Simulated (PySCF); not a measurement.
Si(Me)2(Cl)2 (C2H6Cl2Si), SMILES [Si](Cl)(C)(C)Cl. Heavy atoms are numbered as in [CH3:1][Si:2]([CH3:3])([Cl:4])[Cl:5]. Hydrogens are named by the atom that carries them.

Geometry optimised at r2SCAN-D4/def2-SVP. The isomer is the one that the SMILES or the coordinates give; other isomers of the formula were not compared.

These are PySCF with HF/pcSseg-1 values and carry that method's errors.

GIAO shieldings, no solvent; atoms alike by connectivity are averaged. δ = σ(ref) − σ: ¹³C against TMS (σ = 192.6 ppm); ²⁹Si against TMS (σ = 393.8 ppm); ³⁵Cl against HCl (σ = 958.2 ppm); ¹H against TMS (σ = 31.99 ppm), references at their B3LYP-D3(BJ)/def2-TZVP geometries, non-relativistic (without spin–orbit terms, shifts of atoms bonded to Cl or Br come out too high).

```json
[
 {"atoms": "C1 (CH3)", "nucleus": "¹³C", "count": "2", "δ (ppm)": "(withheld)"},
 {"atoms": "Si2", "nucleus": "²⁹Si", "count": "1", "δ (ppm)": "(withheld)"},
 {"atoms": "Cl4", "nucleus": "³⁵Cl", "count": "2", "δ (ppm)": "26.2"},
 {"atoms": "H on C1", "nucleus": "¹H", "count": "6", "δ (ppm)": "0.93"}
]
```

### Question
What belongs in the gaps? (An estimate is asked for; the answer gives what the named calculation found.)

### Answer

- Si2, δ (ppm): 41.6
- C1 (CH3), δ (ppm): 8.0
